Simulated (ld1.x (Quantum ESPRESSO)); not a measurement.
Ranking PAW potentials for argon (Ar)

All share these settings but for the change named:

argon, PAW, made with ld1.x (Quantum ESPRESSO) 7.5 (revPBE, non-relativistic). Core [Ne], reference 3s2 3p5 (charge +1). Waves: 3s (bound): rcut 1.25, rcutus 1.40 bohr; 3s channel at 1.1 Ry: rcut 1.25, rcutus 1.40 bohr; 3p (bound): rcut 0.95, rcutus 1.10 bohr; 3p channel at -0.9 Ry: rcut 0.95, rcutus 1.10 bohr. Local part: all-electron potential smoothed inside 0.85 bohr (lloc = -1). Core correction: Bessel-smoothed model core, default radius (core density twice the valence density). Augmentation charge: PSQ, inside the norm-conserving radii.

Cutoff: the first of the cutoffs (Ry, on a coarse ladder) from which the occupation-weighted sum of valence levels, in a spherical-Bessel basis at the reference potential, stays within 10 and 1 mRy of its value at 400 Ry; the density cutoff is not measured.

The base gives 21 Ry.

Of 11 variants that were run, those that failed, showed a ghost or another fault, or gave nearly equal values are left out.

A variant can come out equal or close to the base.

Rank these variants from softest to hardest (loose cutoff).
A. local potential all-electron potential smoothed inside 1.15 bohr (lloc = -1)
B. waves 3s (bound): rcut 1.02, rcutus 1.08 bohr; 3s channel at 1.1 Ry: rcut 1.02, rcutus 1.08 bohr
C. all radii but the core radius scaled by about 1.42 (s 1.98, p 1.56 bohr, rcut 1.76/1.34); local potential all-electron potential smoothed inside 1.20 bohr (lloc = -1)

A (21 Ry), C (30 Ry), B (35 Ry).
